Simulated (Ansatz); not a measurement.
Coupled-cluster diagnostics for the cluster Be2S, Ansatz.

Geometry of the singlet (PBE0-D4/def2-TZVP):

```xyz
3

Be   -0.076   -1.105   -0.026
Be    0.951    0.489    0.289
S    -0.875    0.616   -0.263
```

Correlated methods freeze 5 core orbitals. The geometry of the singlet was relaxed on an unsound state (restricted singlet, unstable towards broken spin symmetry). At PBE0-D4/def2-TZVP a broken-symmetry singlet of charge 0 lies 0.14 eV below the triplet, each at its own geometry. At PBE0-D4/def2-TZVP a broken-symmetry singlet of charge 0 lies 3.82 eV below the quintet, each at its own geometry. The structure comes from a short search, and lower isomers may exist.

Geometry of the charge 0 triplet (PBE0-D4/def2-TZVP):

```xyz
3

Be    1.1102   -0.9256   -0.0478
Be   -1.3707    0.1776    0.4259
S     0.2605    0.7481   -0.3781
```

Geometry of the charge 0 quintet (PBE0-D4/def2-TZVP):

```xyz
3

Be    0.2343    0.8649   -0.9724
Be    0.1665   -1.3117    0.0129
S    -0.4008    0.4468    0.9596
```

**Question.** Estimate the CCSD(T) correlation energy, the shares of MP2 and (T), T1 and the reference's ⟨S²⟩ for: charge 0, singlet, own geometry in def2-TZVPP; charge 0, singlet, own geometry in def2-TZVPD; charge 0, triplet, own geometry in def2-TZVPP; charge 0, quintet, own geometry in def2-TZVPP; charge 1, doublet, vertical in def2-TZVPP; charge -1, doublet, vertical in def2-TZVPD; and the rough time on 4 threads of Arm Neoverse V1 on a shared host.

**Answer.** 
| state | basis | correlation (eV) | MP2 share (%) | (T) share (%) | T1 | ⟨S²⟩ (pure) | wall time | remarks |
| --- | --- | --- | --- | --- | --- | --- | --- | --- |
| charge 0, singlet, own geometry | def2-TZVPP | -9.552 | 86.2 | 5.0 | 0.029 | 0.00 (0.00) | 0.75 s | large T1 (0.029), restricted SCF unstable |
| charge 0, singlet, own geometry | def2-TZVPD | -9.538 | 86.1 | 5.0 | 0.029 | 0.00 (0.00) | 0.9 s | large T1 (0.029), restricted SCF unstable |
| charge 0, triplet, own geometry | def2-TZVPP | -8.238 | 87.3 | 4.1 | 0.014 | 2.00 (2.00) | 1.4 s | – |
| charge 0, quintet, own geometry | def2-TZVPP | -7.507 | 83.9 | 3.5 | 0.016 | 6.01 (6.00) | 1.3 s | – |
| charge 1, doublet, vertical | def2-TZVPP | -8.361 | 87.4 | 4.5 | 0.019 | 0.76 (0.75) | 1.4 s | – |
| charge -1, doublet, vertical | def2-TZVPD | -9.296 | 84.5 | 4.8 | 0.054 | 1.29 (0.75) | 3 s | large T1 (0.054), spin-contaminated (⟨S²⟩ 1.29) |
Customary marks for T1 are 0.02 (closed shells), 0.045 (open shells) and about 0.05 (3d metals). T1 exceeds 0.02 in 3 of 6 rows and 0.045 in 1; the higher it lies, the less the single-reference result can be trusted.
